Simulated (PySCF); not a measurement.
Theory: delta-SCF UKS SCAN, pcX-2 on the ionised atom, pcseg-1 elsewhere, spin-free X2C in PySCF 2.14.0. Geometries: PBE0-D3(BJ)/def2-SVP; isolated species, one conformer each. Values against the vacuum level. Spin–orbit and ligand-field terms were added within each 2p shell after the spin-free SCF.

(1) Rank by computed Si 1s binding energy, lowest first.
A. Si4 in `[SiH3:1][SiH2:2][N:3]([SiH3:4])[SiH3:5]`
B. Silicon in `CC(=O)[SiH2]F`
C. Silicon in `P([SiH3])[SiH3]`
D. Si2 in `[SiH3:1][SiH2:2][PH2:3]`

(2) Order these sites by rising Si 2p3/2 binding energy.
A. Si4 in `[SiH3:1][SiH2:2][N:3]([SiH3:4])[SiH3:5]`
B. Silicon in `CC(=O)[SiH2]F`
C. Si1 in `[SiH3:1][SiH2:2][PH2:3]`
D. Silicon in `[SiH3]P[SiH3]`

Answers

(1) D (1846.23 eV), C (1846.60 eV), A (1846.99 eV), B (1848.08 eV).

The highest is bonded to F, C and 2 H, the lowest to 2 H, P and Si; the range is 1.85 eV.

(2) C (106.59 eV), D (106.85 eV), A (107.11 eV), B (108.23 eV).

The highest is bonded to F, C and 2 H, the lowest to 3 H and Si; the range is 1.64 eV.
